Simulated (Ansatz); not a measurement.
Cartesian coordinates (Å):
```xyz
5

F      1.5332    -0.9617    -0.1719
Sn    -0.0055     0.1514     0.0190
F     -1.4584    -1.0821    -0.0847
H      0.0158     0.7625     1.5963
H     -0.0850     1.1299    -1.3586
```
Charge 0, multiplicity 1.

Computed with frozen-core CCSD(T)/def2-TZVPP // PBE0-D3(BJ)/def2-TZVP in Ansatz (a quantum-chemistry and plane-wave program).

The HF energy is -413.53286 Ha and the MP2 correlation energy is -0.83022 Ha.

### Question
Estimate the CCSD correlation energy, the (T) correction, the total energy and the T1 diagnostic.

### Answer

```json
{
  "CCSD correlation energy": "-0.83199 Ha",
  "(T) correction": "-0.02308 Ha",
  "CCSD(T) total energy": "-414.38793 Ha",
  "T1 diagnostic": "0.014"
}
```
